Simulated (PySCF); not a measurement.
## Dipole moment and polarisability of `[SiH3]COC1C[SiH2]C1`

C₄H₁₂OSi₂.
Cartesian coordinates in Å at the GFN2-xTB level; atoms count from 1:
```xyz
19
C4H12OSi2 angstrom
Si     3.2972    0.1392    0.3034
C      1.5962    0.6313   -0.3909
O      0.7018   -0.3241    0.1413
C     -0.6112   -0.2396   -0.3521
C     -1.4578   -1.4304    0.1306
Si    -2.9109   -0.2636    0.5404
C     -1.4615    0.9302    0.2030
H      3.2465    0.1929    1.7628
H      4.2940    1.0880   -0.2047
H      3.6072   -1.2146   -0.1515
H      1.2957    1.6479   -0.1034
H      1.5742    0.5947   -1.4902
H     -0.5837   -0.1959   -1.4527
H     -1.5774   -2.2162   -0.6104
H     -0.9883   -1.8704    1.0077
H     -3.9723   -0.2370   -0.4677
H     -3.4569   -0.3052    1.8949
H     -1.5933    1.7569   -0.4912
H     -1.0092    1.3252    1.1115
```

Level: CAM-B3LYP/def2-SVPD (PySCF), static field, nuclei fixed, core orbitals frozen in the response. The polarisability tensor in these axes (au):

```
x   130.18   3.32  -3.18
y     3.32  93.94  -1.00
z    -3.18  -1.00  90.86
```

Task: Give the principal values, the mean and the anisotropy Δα = √{½[(α1 − α2)² + (α2 − α3)² + (α1 − α3)²]}.

Result: Principal values 90.44, 93.79 and 130.75 au; mean 104.99 au = 15.56 Å³ = 17.31 × 10⁻⁴⁰ C²·m²/J; Δα = 38.74 au (37 % of the mean).

Task: What is the dipole moment, and where does it point?

Result: (-0.71, 0.78, -0.74) D, 1.29 D in size, pointing from the negative to the positive side. Measured along this direction, the outermost atoms are H8 and H10 at the negative end and H16 and H18 at the positive end.

Task: Form Σ f/ω² (atomic units) for the 8 lowest TDDFT singlets, given as eV and f, and set it beside the mean polarisability, which is this sum over all singlets: 7.03, 0.0115; 7.14, 0.0219; 7.50, 0.1317; 7.57, 0.0060; 7.69, 0.0033; 7.70, 0.0135; 7.93, 0.0315; 8.06, 0.0243.

Result: They add up to 3.16 au, 3.0 % of the 104.99 au; the largest single term is 1.73 au, from the state at 7.50 eV. Terms in order: 0.17, 0.32, 1.73, 0.08, 0.04, 0.17, 0.37, 0.28 au. Higher excitations give the rest. The strengths listed sum to 0.244.

Task: Estimate the molar refractivity from the static electronic polarisability.

Result: Lorentz–Lorenz: R = (4π/3)N_A α = 2.5225 cm³/(mol·Å³) × 15.56 Å³ = 39.2 cm³/mol, in the limit of long wavelengths.

Task: What would n − 1 = 2πNα be for an ideal gas of these molecules at 298.15 K and 1 atm, electronic part alone?

Result: N = p/kT = 2.4615 × 10¹⁹ cm⁻³, so n − 1 = 2π × N × 15.56 × 10⁻²⁴ cm³ = 2406 × 10⁻⁶ at long wavelengths, for an ideal gas.

The structure is a single GFN2-xTB conformer in the gas phase; no vibrational or solvent corrections.
